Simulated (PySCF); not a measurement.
Computed shifts of a molecule C3H7NSi, KT2/pcSseg-1 (PySCF), GIAO, gas phase, atoms alike by connectivity averaged where their shifts nearly agree, in ppm (number of nuclei): ¹⁵N: 47.2 (1). ¹³C: 114.5 (1), 71.7 (1), 39.5 (1). ²⁹Si: -98.7 (1). ¹H: 4.55 (3), 3.88 (2), 0.73 (2). References: ¹⁵N against NH3 (σ = 266.2 ppm); ¹³C against TMS (σ = 185.1 ppm); ²⁹Si against TMS (σ = 361.9 ppm); ¹H against TMS (σ = 31.47 ppm), references at their B3LYP-D3(BJ)/def2-TZVP geometries, non-relativistic. Geometry: PBE0-D3(BJ)/def2-SVP. One conformer was computed; it need not be the lowest.

Question: Which molecule gave these data?
(A) C=C1CN[SiH2]1
(B) C#C[SiH2]CN
(C) C=C=CN[SiH3]
(D) NCC#C[SiH3]

Answer: D, NCC#C[SiH3]
